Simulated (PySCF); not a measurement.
SeBrI, SMILES Br[Se]I. Heavy atoms are numbered as in [Se:1]([Br:2])[I:3].

Geometry optimised at B3LYP-D3(BJ)/def2-SVP. The def2 effective core potentials stand for the cores of I; spin–orbit coupling is left out.

All values below come from HF/def2-TZVPD in PySCF.

Mulliken values depend strongly on the basis, most of all with diffuse functions as here. ESP charges are fitted to the potential on shells at 1.4 to 2.0 van der Waals radii. Atomic charges (e), one atom of each kind:

| atom | Mulliken | ESP fit |
|---|---|---|
| Se1 | 0.13 | 0.06 |
| Br2 | -0.12 | -0.06 |
| I3 | -0.01 | 0.00 |
